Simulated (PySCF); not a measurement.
Compound: CH2F4SeSi.
Numbering: `[F:1][CH2:2][Se:3][Si:4]([F:5])([F:6])[F:7]` (hydrogens: H8, H9 on C2)

Cartesian coordinates in Å at the PBE0-D3(BJ)/def2-SVP level; atoms count from 1:
```
atom  x, y, z in Å
F1     1.4249   -1.4513    0.1030
C2     1.5825   -0.2076   -0.3996
Se3    0.4469    1.1138    0.5201
Si4   -1.4616    0.2977   -0.3054
F5    -1.1825   -0.3702   -1.7377
F6    -2.5357    1.4694   -0.4868
F7    -2.1586   -0.8169    0.6052
H8     2.6108    0.1473   -0.2325
H9     1.3315   -0.1993   -1.4692
```

Method: PBE0-D3(BJ)/def2-SVP geometry optimisation, gas phase in PySCF.

Take the most abundant isotopes and a rigid rotor. The values belong to one conformer with, in the numbering `[F:1][CH2:2][Se:3][Si:4]([F:5])([F:6])[F:7]`, F1–C2–Se3–Si4 -69°.

(1) Give the principal moments of inertia and the rotational constants in MHz.

(2) Classify the top.

(3) What does the inertial defect say?

(4) Predict some low-J microwave lines.

(5) Estimate the classical rotational partition function at 10 K, 25 K and 50 K.

Results:

(1) Ia = 255.51, Ib = 453.10, Ic = 565.35 u·Å²; 505379 MHz·u·Å²/I gives A = 1978, B = 1115, C = 893.9 MHz.

(2) An asymmetric top: κ = (2 × 1115 − 1978 − 893.9)/(1978 − 893.9) = -0.59.

(3) Not planar: Δ = Ic − Ia − Ib = -143.27 u·Å². For a rigid frame Δ = −2 Σ m c², so Σ m c² = 71.63 u·Å² lies off the ab plane: 2.83 from hydrogen and 68.81 from heavier atoms. The atom farthest from that plane is 1.50 Å away.

(4) The dipole components are |μa| = 2.06 D, |μb| = 0.73 D, |μc| = 1.31 D. Intensities carry the squares of the components, which stand as 1.00 : 0.13 : 0.41 (a : b : c). Some of the stronger lines:

| type | branch | J(Ka,Kc) | MHz | lower level (cm⁻¹) |
| --- | --- | --- | --- | --- |
| a | Q | 2(1,1) ← 2(1,2) | 664 | 0.222 |
| c | Q | 2(1,2) ← 2(0,2) | 678 | 0.200 |
| c | Q | 1(1,1) ← 1(0,1) | 862 | 0.067 |
| b | Q | 1(1,0) ← 1(0,1) | 1084 | 0.067 |
| b | Q | 2(1,1) ← 2(0,2) | 1343 | 0.200 |
| a | R | 1(0,1) ← 0(0,0) | 2009 | 0.000 |
| c | Q | 2(2,1) ← 2(1,1) | 2587 | 0.245 |
| b | Q | 2(2,0) ← 2(1,1) | 2625 | 0.245 |
| b | R | 1(1,1) ← 0(0,0) | 2872 | 0.000 |
| c | R | 1(1,0) ← 0(0,0) | 3093 | 0.000 |
| b | R | 2(0,2) ← 1(1,1) | 3119 | 0.096 |
| b | Q | 2(2,1) ← 2(1,2) | 3252 | 0.222 |
| a | R | 2(1,2) ← 1(1,1) | 3797 | 0.096 |
| a | R | 2(0,2) ← 1(0,1) | 3981 | 0.067 |
| b | R | 2(1,2) ← 1(0,1) | 4660 | 0.067 |
| c | R | 2(1,1) ← 1(0,1) | 5324 | 0.067 |
| b | R | 2(2,1) ← 1(1,0) | 6828 | 0.103 |
| c | R | 2(2,0) ← 1(1,0) | 6865 | 0.103 |
| c | R | 2(2,1) ← 1(1,1) | 7049 | 0.096 |
| b | R | 2(2,0) ← 1(1,1) | 7086 | 0.096 |

(5) Point group C1, symmetry number σ = 1; q = (√π/σ)·√((kT/h)³/(ABC)), k/h = 20836.6 MHz/K: 3800 at 10 K, 15000 at 25 K, 42400 at 50 K.

PBE0-D3(BJ)/def2-SVP frequencies: not computed here. Constants of a rigid frame at the computed geometry: no zero-point averaging, no centrifugal distortion.

Hardware: one thread of an AMD EPYC 9R45, on a shared host. Cost: 46 s wall, 0.55 GiB resident at most. That covers the optimisation of the geometry.
